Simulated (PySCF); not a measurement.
## Spinor energies of C⁴⁺ (carbon, charge +4)

Start: 1s2. Calculated with PySCF 2.14 in an uncontracted even-tempered set (17 s from 0.092 bohr⁻², ratio 2.6; 10 p from 0.12 bohr⁻², ratio 2.6; 7 d from 0.12 bohr⁻², ratio 2.8; 3 f from 8.8 bohr⁻², ratio 2.8): generalised Hartree-Fock with the X2C-1e Hamiltonian and a Gaussian nucleus; spin-orbit coupling (SO) screened by Boettger's factors.

| spinor shell | electrons | ε, screened SO (eV) | weight of nominal j (screened SO) | rms radius, screened SO (bohr) |
| --- | --- | --- | --- | --- |
| 1s1/2 | 2 | -392.44 | 1.000 | 0.309 |

```csv
quantity,screened SO
E (hartree),-32.37468
M_J,0
⟨J²⟩,0.000
⟨L²⟩,0.000
⟨S²⟩,0.000
```
